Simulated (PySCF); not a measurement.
Simulation results for CH₆OSi₂, CH₅AlBN

All values are calculated (PySCF 2.14.0). Calculation on a computer-drawn molecule: the log of a Hartree-Fock and frozen-core CCSD(T) single point meant for a local Hartree-Fock minimum, with one planted fault or none, to be diagnosed. Offsets are logged minus clean, where the clean run is the same molecule without the fault. The reference is restricted for singlets and unrestricted otherwise, and also for a bond in bohr or an excited solution. Adding or removing an electron swaps singlet and doublet. The excited solution moves the top pair (singlet) or top alpha electron (doublet) to the lowest empty orbital. Highest occupied and lowest empty are orbital energies over both spins, largest force is the largest gradient component, triples share is (T) over the correlation energy, the T1 limit is 0.02 restricted and 0.045 unrestricted, electrons count all cores, a negative frequency is imaginary (commonest isotopes), and the dipole is about the centre of nuclear charge.

Common to all runs: meant charge 0; meant multiplicity 1; meant basis cc-pV(D+d)Z; logged SCF converged yes; logged CC converged yes; logged SCF stable within its kind yes; possible faults no fault, one electron removed, one electron added, multiplicity raised by two, geometry at a saddle point, SCF held on an excited solution, minimal basis STO-3G, one bond length entered in bohr, all coordinates scaled.

(1) 
```xyz
10
formula=CH6OSi2 logged_electrons=47 logged_basis_functions=104 logged_spin_squared=0.7575 logged_highest_occupied=-16.685 logged_lowest_empty=-6.1697 logged_largest_force=0.072173 logged_T1_diagnostic=0.020128 logged_D1_diagnostic=0.099475 logged_triples_share=0.025834 logged_dipole_magnitude=2.3971 logged_energy_HF=-693.83243 logged_energy_CCSD(T)=-694.3795 planted_fault=one_electron_removed HF_energy_offset_from_clean_run=166.3 CCSD(T)_energy_offset_from_clean_run=190.8
O      0.1789    -1.8953     0.8961
Si     0.3460    -0.2956     0.6429
C     -0.4405     0.6543    -0.5081
Si    -0.1514     2.4685    -0.6827
H     -0.4182    -2.3969     0.3596
H      1.3248     0.1848     1.6159
H     -1.1539     0.1891    -1.1853
H      0.3652     2.8353    -2.0268
H      0.8486     2.9079     0.3255
H     -1.3889     3.2643    -0.4740
```

Units: logged_highest_occupied, logged_lowest_empty in eV; logged_largest_force in hartree/bohr; logged_dipole_magnitude in debye; logged_energy_HF, logged_energy_CCSD(T) in hartree; HF_energy_offset_from_clean_run, CCSD(T)_energy_offset_from_clean_run in kcal/mol.

Drawn bonds:
```tsv
atom	other atom	order
1	2	1
2	3	2
3	4	1
1	5	1
2	6	1
3	7	1
4	8	1
4	9	1
4	10	1
```

(2) 
```xyz
9
formula=CH5AlBN logged_electrons=36 logged_basis_functions=90 logged_spin_squared=0 logged_highest_occupied=-10.52 logged_lowest_empty=1.2742 logged_largest_force=3.757e-05 logged_lowest_frequency=96.027 logged_T1_diagnostic=0.014116 logged_D1_diagnostic=0.0379 logged_triples_share=0.031925 logged_dipole_magnitude=1.002 logged_energy_HF=-361.85216 logged_energy_CCSD(T)=-362.35778 planted_fault=no_fault HF_energy_offset_from_clean_run=0 CCSD(T)_energy_offset_from_clean_run=0
N     -3.1762    -1.9614    -0.2173
B     -2.1892    -2.0124    -0.9548
C     -0.8871    -2.0404    -1.7776
Al     0.6466    -1.5144    -0.6498
H     -4.0119    -1.9447     0.3017
H     -0.7347    -3.0509    -2.1711
H     -0.9844    -1.3519    -2.6236
H      1.0615     0.0068    -0.5523
H      1.4563    -2.6202     0.1359
```

Units: logged_highest_occupied, logged_lowest_empty in eV; logged_largest_force in hartree/bohr; logged_lowest_frequency in cm⁻¹; logged_dipole_magnitude in debye; logged_energy_HF, logged_energy_CCSD(T) in hartree; HF_energy_offset_from_clean_run, CCSD(T)_energy_offset_from_clean_run in kcal/mol.

Drawn bonds:
```tsv
atom	other atom	order
1	2	2
2	3	1
3	4	1
1	5	1
3	6	1
3	7	1
4	8	1
4	9	1
```
